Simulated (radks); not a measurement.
Results of a calculation; reference values are marked as such.
Fractional charge and spin in the 5s shell of barium: the spin-up occupation runs from 0 to 1 and the spin-down occupation from 0 to 1; the fullest corner is Ba2+, [Kr] 4d10 5p6 5s(up 1, down 1). Level of theory: scalar-relativistic Kohn-Sham, BLYP, spin-polarised, spherical densities, point nucleus (a radial shooting solver on a logarithmic mesh with Libxc functionals). Energy (eV) above the fullest corner. The planes named below are the two flat planes that join the four corners, with an edge along up + down = one added electron.

| down \ up | 0 | 0.25 | 0.5 | 0.75 | 1 |
|---|---|---|---|---|---|
| 0 | 116.890 | 99.419 | 82.751 | 66.878 | 51.794 |
| 0.25 | 99.419 | 82.808 | 66.991 | 51.959 | 37.707 |
| 0.5 | 82.751 | 66.991 | 52.015 | 37.815 | 24.384 |
| 0.75 | 66.878 | 51.959 | 37.815 | 24.438 | 11.818 |
| 1 | 51.794 | 37.707 | 24.384 | 11.818 | 0.000 |

Corners above the fullest one (they belong to Ba3+ and the next ion): (up 1, down 0) 51.794 eV, (up 0, down 1) 51.794 eV, (up 0, down 0) 116.89 eV. With half an added electron in each spin the energy lies 0.221 eV from the planes, and with half an added electron in spin up alone -1.591 eV. The planes are only a guide here: the flat-plane condition holds for ground states with one frontier orbital, while this shell lies below other occupied shells, so the corners above the fullest one are inner-hole states and not the ground states of those ions.
